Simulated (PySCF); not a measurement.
A PySCF script (with the pyscf-properties extension) for the NMR shieldings of `C=[CH][Al]([Cl])[c]1ccccc1`, C$_{8}$H$_{8}$AlCl, on a GFN2-xTB geometry:

```python
import basis_set_exchange as bse
import numpy as np
from pyscf import gto, dft
from pyscf.prop import nmr

atoms = """
C     4.138831    0.090849    0.197287
C     2.844055    0.337361    0.399402
Al    1.464299   -0.604852   -0.674680
Cl    2.028062   -1.947017   -2.089743
C    -0.464353   -0.228598   -0.360588
C    -1.474320   -0.863816   -1.090623
C    -2.810251   -0.586694   -0.857719
C    -3.166178    0.334654    0.113714
C    -2.183952    0.978283    0.848997
C    -0.850104    0.697846    0.612534
H     4.466740   -0.620816   -0.549606
H     4.932369    0.574343    0.753890
H     2.597437    1.066985    1.170292
H    -1.199873   -1.586278   -1.852001
H    -3.576924   -1.087474   -1.432421
H    -4.208787    0.551073    0.298326
H    -2.461752    1.698692    1.605932
H    -0.084061    1.201778    1.188714
"""
names = dict.fromkeys(["C", "Al", "Cl", "H"], "pcSseg-1")
basis = {el: gto.basis.parse(bse.get_basis(n, elements=[el], fmt="nwchem")) for el, n in names.items()}
mol = gto.M(atom=atoms, basis=basis, charge=0, verbose=0)
mf = dft.RKS(mol, xc="PBE0")
mf.grids.level = 2
mf.grids.alignment = dft.numint.BLKSIZE   # the property module wants whole blocks of grid points
mf.conv_tol = 1e-9
mf.kernel()

calc = nmr.RKS(mf)   # GIAO
C = mf.mo_coeff
Co = C[:, mf.mo_occ > 0]
resp = mf.gen_response(singlet=True, hermi=2)
def vind(x):   # induced exchange potential for any number of trial vectors
    d = np.einsum("pi,xij,qj->xpq", C, 2 * x.reshape(-1, C.shape[1], Co.shape[1]), Co, optimize=True)
    return np.einsum("xpq,pi,qj->xij", resp(d - d.transpose(0, 2, 1)), C, Co, optimize=True).ravel()
mo1, _ = nmr.rhf.solve_mo1(calc, with_cphf=vind)
sigma = calc.kernel(mo1)
for i, s in enumerate(sigma):   # ppm
    print("%2d %-2s %9.2f" % (i, mol.atom_pure_symbol(i), np.trace(s) / 3))
```

Problem. What does it print?

Solution. 
```
 0 C      32.60
 1 C      41.91
 2 Al    361.07
 3 Cl    962.88
 4 C      41.24
 5 C      42.66
 6 C      53.58
 7 C      49.57
 8 C      53.98
 9 C      43.19
10 H      24.84
11 H      24.60
12 H      24.50
13 H      23.51
14 H      23.98
15 H      23.93
16 H      23.99
17 H      23.55
```

These numbers come from an equivalent density-fitted implementation of the same equations, which agrees with the script to about 0.01 ppm for H and up to a few tenths of a ppm for heavy atoms, so last digits may differ.

Size and cost of the density-fitted run: 224 basis functions, 82 s wall time on 1 thread of an Arm Neoverse N1, shared host; peak memory 1 GiB.
